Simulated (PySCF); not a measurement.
dilithium (Li2), singlet, at a GFN2-xTB geometry (such geometries of metal compounds can be far from the true shape); HF/3-21G in PySCF.

The PySCF input:
```python
from pyscf import gto, scf

mol = gto.M(
    atom='''
Li   -0.00000000   -0.00000000   -1.14955939
Li    0.00000000    0.00000000    1.14955939
''',
    basis='3-21g',
    verbose=4,
)

mf = scf.RHF(mol)
mf.kernel()
mf.analyze()
```

It wrote (shortened):

```
PySCF version 2.14.0

[INPUT] verbose = 4
[INPUT] num. atoms = 2
[INPUT] num. electrons = 6
[INPUT] charge = 0
[INPUT] spin (= nelec alpha-beta = 2S) = 0
[INPUT] symmetry False subgroup None
[INPUT] Mole.unit = angstrom
[INPUT] Symbol           X                Y                Z      unit          X                Y                Z       unit  Magmom
[INPUT]  1 Li     0.000000000000   0.000000000000  -1.149559390000 AA    0.000000000000   0.000000000000  -2.172352411022 Bohr   0.0
[INPUT]  2 Li     0.000000000000   0.000000000000   1.149559390000 AA    0.000000000000   0.000000000000   2.172352411022 Bohr   0.0

nuclear repulsion = 2.07148710180167
number of shells = 10
number of NR pGTOs = 30
number of NR cGTOs = 18
basis = 3-21g
ecp = {}

******** <class 'pyscf.scf.hf.RHF'> ********
method = RHF
initial guess = minao
damping factor = 0
level_shift factor = 0
DIIS = <class 'pyscf.scf.diis.CDIIS'>
diis_start_cycle = 1
diis_space = 8
diis_damp = 0
SCF conv_tol = 1e-09
SCF conv_tol_grad = None
SCF max_cycles = 50
direct_scf = True
direct_scf_tol = 1e-13
Set gradient conv threshold to 3.16228e-05
Initial guess from minao.
init E= -14.7148475526296
  HOMO = -0.174012487320423  LUMO = -0.0118545506329865  gap/eV = 4.41254
cycle= 1 E= -14.7574193517643  delta_E= -0.0426  |g|= 0.0296  |ddm|= 1.54
  HOMO = -0.191324494819021  LUMO = 0.0117406980090433  gap/eV = 5.52569
cycle= 2 E= -14.7586335676614  delta_E= -0.00121  |g|= 0.0112  |ddm|= 0.0633
  HOMO = -0.1872805477599  LUMO = 0.0142189932585637  gap/eV = 5.48308
cycle= 3 E= -14.7588856584048  delta_E= -0.000252  |g|= 0.00159  |ddm|= 0.0418
  HOMO = -0.186850323556038  LUMO = 0.0143028522182497  gap/eV = 5.47366
cycle= 4 E= -14.7588922885458  delta_E= -6.63e-06  |g|= 0.00025  |ddm|= 0.00945
  HOMO = -0.186928458871062  LUMO = 0.0142759755714964  gap/eV = 5.47505
cycle= 5 E= -14.7588924476293  delta_E= -1.59e-07  |g|= 2.31e-05  |ddm|= 0.00191
  HOMO = -0.186918812132906  LUMO = 0.0142801798988704  gap/eV = 5.47490
cycle= 6 E= -14.758892449133  delta_E= -1.5e-09  |g|= 2.95e-06  |ddm|= 0.000207
  HOMO = -0.186919766734074  LUMO = 0.0142812539597656  gap/eV = 5.47496
cycle= 7 E= -14.7588924491536  delta_E= -2.06e-11  |g|= 1.83e-07  |ddm|= 2.48e-05
  HOMO = -0.186919446918321  LUMO = 0.0142813201003884  gap/eV = 5.47495
Extra cycle  E= -14.7588924491537  delta_E= -8.53e-14  |g|= 8.56e-08  |ddm|= 7.38e-07
converged SCF energy = -14.7588924491537
**** SCF Summaries ****
Total Energy =                         -14.758892449153707
Nuclear Repulsion Energy =               2.071487101801674
One-electron Energy =                  -23.591323746094332
Two-electron Energy =                    6.760944195138952
Two-electron Coulomb Energy =           10.341695841627933
DFT Exchange-Correlation Energy =       -3.580751646488982
HOMO-LUMO gap [eV] =                     5.474951738866197
**** MO energy ****
MO #1   energy= -2.4246282962468   occ= 2
MO #2   energy= -2.42317007100275  occ= 2
MO #3   energy= -0.186919446918321 occ= 2
MO #4   energy= 0.0142813201003884 occ= 0
MO #5   energy= 0.0315757617631383 occ= 0
MO #6   energy= 0.0315757617631394 occ= 0
MO #7   energy= 0.0525600369014857 occ= 0
MO #8   energy= 0.0783313238945125 occ= 0
MO #9   energy= 0.0783313238945126 occ= 0
MO #10  energy= 0.108188115138772  occ= 0
MO #11  energy= 0.168483062409538  occ= 0
 ** Mulliken pop on meta-lowdin orthogonal AOs  **
 ** Mulliken pop  **
pop of  0 Li 1s           1.99972
pop of  0 Li 2s           0.97172
pop of  0 Li 3s           0.00099
pop of  0 Li 2px          0.00000
pop of  0 Li 2py          0.00000
pop of  0 Li 2pz          0.01929
pop of  0 Li 3px          0.00000
pop of  0 Li 3py          0.00000
pop of  0 Li 3pz          0.00828
pop of  1 Li 1s           1.99972
pop of  1 Li 2s           0.97172
pop of  1 Li 3s           0.00099
pop of  1 Li 2px          0.00000
pop of  1 Li 2py          0.00000
pop of  1 Li 2pz          0.01929
pop of  1 Li 3px          0.00000
pop of  1 Li 3py          0.00000
pop of  1 Li 3pz          0.00828
 ** Mulliken atomic charges  **
charge of    0Li =     -0.00000
charge of    1Li =      0.00000
Dipole moment(X, Y, Z, Debye):  0.00000, -0.00000,  0.00000
```
